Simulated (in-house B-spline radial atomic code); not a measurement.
Radial electron density of F6+, [He] 2s1. Level of theory: scalar-relativistic (X2C) LDA PW92, spin-polarised, spherical fractional occupations, Fermi nucleus of rms radius 2.8976 fm; calculated with an all-electron radial atomic-structure program (B-spline basis).

Columns: r (bohr), 4πr²n(r) (electrons per bohr), bar.

```
 0.00641   0.2137 #
 0.00745   0.2822 #
 0.00867   0.3725 ##
  0.0101   0.4909 ##
  0.0117   0.6381 ###
  0.0136   0.8307 ####
  0.0159    1.086 #####
  0.0185      1.4 ######
  0.0215    1.788 ########
   0.025    2.265 ##########
  0.0291    2.846 #############
  0.0338    3.523 ################
  0.0393    4.309 ####################
  0.0458    5.202 ########################
  0.0532    6.142 ############################
  0.0619    7.111 #################################
   0.072    8.028 #####################################
  0.0838    8.809 #########################################
  0.0975    9.344 ###########################################
   0.113    9.532 ############################################
   0.132    9.293 ###########################################
   0.153     8.62 ########################################
   0.178    7.519 ###################################
   0.208    6.084 ############################
   0.241    4.634 #####################
   0.281    3.252 ###############
   0.327    2.212 ##########
    0.38    1.596 #######
   0.442    1.366 ######
   0.514    1.389 ######
   0.598    1.477 #######
   0.696    1.465 #######
    0.81    1.278 ######
   0.942   0.9545 ####
     1.1   0.5877 ###
    1.27   0.3105 #
    1.48   0.1256 #
    1.72  0.03993 
    2.01 0.008943 
    2.33 0.001553 
    2.72 0.0001665
```

On this grid the curve has 2 maxima, near 0.113, 0.598 bohr.

The 2s up radial function P(r) = rR(r), positive near the nucleus:

```tsv
r (bohr)	P
0.00222	0.03625
0.00301	0.04856
0.00407	0.06474
0.00551	0.08612
0.00745	0.114
0.0101	0.1502
0.0136	0.1953
0.0185	0.2532
0.025	0.3212
0.0338	0.3987
0.0458	0.4799
0.0619	0.5508
0.0838	0.5902
0.113	0.5655
0.153	0.4371
0.208	0.1674
0.281	-0.2316
0.38	-0.6977
0.514	-1.082
0.696	-1.202
0.942	-0.9766
1.27	-0.5573
1.72	-0.1998
2.33	-0.03941
```
